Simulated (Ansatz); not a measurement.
Relaxation of CH₄Cl₃Ga (9 atoms, charge 0, multiplicity 1), to a largest force component of 0.03 eV/Å in at most 50 steps.

Computed with RKS r2SCANh-D4/def2-SVP (Ansatz).

```xyz
9
Properties=species:S:1:pos:R:3
Ga 0.129 -1.706 0.616
C -0.130 1.364 -0.494
Cl -0.742 -2.616 -1.084
Cl -1.000 -1.351 2.370
H 0.793 0.852 -0.234
Cl 2.266 -1.178 0.583
H 0.118 2.353 -0.896
H -0.677 0.797 -1.259
H -0.759 1.486 0.397
```

Problem. Where does it end, and by what steps?

Solution. The run converged. The force dipped under the threshold on the way, but the program's further checks kept it going. After 11 steps the energy has fallen by 0.115 eV; H8 moved furthest, 0.45 Å.

```tsv
step	energy less start (eV)	largest force component (eV/Å)	accepted
0	0.0000	1.096	yes
1	-0.0695	0.422	yes
2	-0.0905	0.330	yes
3	-0.1062	0.241	yes
4	-0.1101	0.067	yes
5	-0.1108	0.031	yes
6	-0.1122	0.011	yes
7	-0.1125	0.154	yes
8	-0.1141	0.092	yes
9	-0.1150	0.005	yes
10	-0.1152	0.055	yes
11	-0.1154	0.009	yes
```

```xyz
9
Properties=species:S:1:pos:R:3
Ga 0.208 -1.524 0.467
C -0.177 1.285 -0.391
Cl -0.702 -2.409 -1.240
Cl -0.966 -1.091 2.182
H 0.810 0.964 -0.029
Cl 2.329 -1.438 0.589
H -0.015 2.108 -1.098
H -0.699 0.484 -0.933
H -0.789 1.622 0.453
```

The run took 77 s on 4 threads of Arm Neoverse N1, on a shared host, peak memory 0.36 GiB.
